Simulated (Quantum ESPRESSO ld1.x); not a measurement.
Question: All-electron atom: Hg+ in [Xe] 4f14 5d10 6s1. Method: Dirac Kohn-Sham, BLYP, spin-unpolarised, spherical densities, point nucleus; computed with ld1.x of Quantum ESPRESSO 7.5.

Spin-orbit splittings of the eigenvalues, e(l+1/2) - e(l-1/2), with zeta = 2 splitting/(2l+1) and mean radii in bohr:

| shell | occ. | splitting (eV) | zeta (eV) | <r> j=l-1/2 | <r> j=l+1/2 |
|---|---|---|---|---|---|
| 2p | 6 | 1949 | 1299 | 0.05692 | 0.06559 |
| 3p | 6 | 431.6 | 287.7 | 0.1704 | 0.1863 |
| 3d | 10 | 92.46 | 36.99 | 0.1621 | 0.1670 |
| 4p | 6 | 104.3 | 69.51 | 0.4011 | 0.4354 |
| 4d | 10 | ? | ? | 0.4425 | 0.4537 |
| 4f | 14 | 4.193 | 1.198 | 0.4794 | 0.4861 |
| 5p | 6 | 18.32 | 12.22 | 0.9717 | 1.069 |
| 5d | 10 | 1.873 | 0.7491 | 1.440 | 1.502 |

Estimate the 4d splitting.

Answer: 19.43 eV (zeta = 7.772 eV).
